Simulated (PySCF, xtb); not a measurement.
sulfur tetrafluoride cation (F4S), SMILES FS(F)(F)F (connectivity only; charge and spin as stated), charge +1, multiplicity 2.

Geometry: PBE0-D3(BJ)/def2-SVP. The spin state was assumed, not searched.

The numbers are results of IEF-PCM-B3LYP/def2-SVP in PySCF 2.14.0, not measurements.

The values are the electrostatic part of the solvation free energy, E(continuum) − E(gas) at the gas-phase geometry, in a cavity of scaled van der Waals radii (PySCF's table); cavitation and dispersion terms are not included.

```
solvent           ε  ΔG(elec) (kcal/mol)
------------  -----  -------------------
water         78.36                -68.8
acetonitrile  35.69           (withheld)
acetone       20.49                -66.2
```

Q: Some entries are withheld; supply them. (The exact figures need the calculation; the answer reports its results.)

A: 
- acetonitrile, ΔG(elec) (kcal/mol): -67.7

For comparison, GFN2-xTB/ALPB(water) (xtb, at the GFN2-xTB geometry, all terms of that model) gives -73.4 kcal/mol.
